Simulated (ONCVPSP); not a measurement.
**nitrogen (N): excitation energies, all-electron against ONCV**

* Element: N
* Generator: ONCVPSP 4.0.1
* Type: optimised norm-conserving Vanderbilt (ONCV)
* Functional: PBE
* Relativity: non-relativistic
* Frozen core: [He]
* Valence charge: 5
* Reference configuration: 2s2 2p2 (charge +1)
* Partial waves: 2s: rc 0.75 bohr, ncon 4, nbas 7, qcut 9.8 1/bohr, 2 projectors, debl 0.5 Ha; 2p: rc 1.10 bohr, ncon 4, nbas 8, qcut 8.5 1/bohr, 1 projector; d scattering state at 0.37 Ha: rc 1.20 bohr, ncon 4, nbas 8, qcut 8.7 1/bohr, 1 projector
* Local potential: polynomial inside 0.50 bohr (lpopt 5, dvloc0 3 Ha)
* Core correction: Teter function, fcfact 1.75, rcfact 1.45

In the s channel the program set the typed energies aside and used -1.192, 0.250 Ha.

Energies are relative to the spin-unpolarised reference configuration 2s2 2p2; without spin polarisation the order of configurations can differ from experiment.

```
valence configuration  charge  ΔE all-electron (eV)  error AE − PS (meV)
              2s2 2p0      +3                75.943                 +224
            2s2 2p2.5    +0.5                -8.501                 +1.6
```

What are ΔE and the potential's error for 2s2 2p3?

ΔE = -13.597 eV all-electron; the error (AE − PS) is +3.7 meV.

What are ΔE and the potential's error for 2s2 2p1?

ΔE = 28.859 eV all-electron; the error (AE − PS) is +25 meV.

Levels in the configuration 2s2 2p1:

```csv
level,all-electron (eV),pseudo (eV)
2s,-49.125,-49.106
2p,-37.515,-37.443
```

Note: ghosts flagged at negative energy: s at -290.5 eV; no localised positive-energy state flagged. A true bound ghost makes a file unfit for plane-wave use.
